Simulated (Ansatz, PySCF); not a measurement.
# ReO2F2 in two programs

ReO2F2 (doublet), relaxed with PySCF 2.14.0, UKS r2SCAN, Re def2-SVP with ECP60, O def2-SVP, F def2-SVP; non-relativistic Hamiltonian with scalar-relativistic core potentials where named; density fitting; no spin-orbit coupling:

```xyz
5

Re    0.0000    0.0000    0.1700
O     1.0009    1.0009    1.1020
O    -1.0009   -1.0009    1.1020
F     0.8896   -0.8896   -1.2181
F    -0.8896    0.8896   -1.2181
```

There the HOMO–LUMO gap over both spins is 1.85 eV. 

The same geometry by Ansatz 0.2.0 (PBE, PAW, a periodic box with 9 Å of vacuum; gaps over both spins; site moments in spheres, but by Gaussian weights under spin-orbit coupling, so that the two can't be compared; unpaired electrons at the start: 1, along z under spin-orbit coupling; the open shells may stand above their lowest state):

```
spin-orbit coupling  gap (eV)  spin moment on Re1 (μB)  largest force component (eV/Å)
            without      1.16                     0.29                            0.12
```

Q: What does the run with spin-orbit coupling give?

A: gap (eV): 1.10, spin moment on Re1 (μB): 0.54, largest force component (eV/Å): 0.17. It took 83 s on 2 threads of Arm Neoverse V2, on a shared host, peak memory 2.1 GiB.

The spin-orbit runs use fully relativistic datasets of their own, so changes of a few hundredths of an eV needn't come from the coupling.

No frequency check is given that shows the relaxed geometry to be a minimum.

The two programs differ in functional, so their gaps don't test each other.
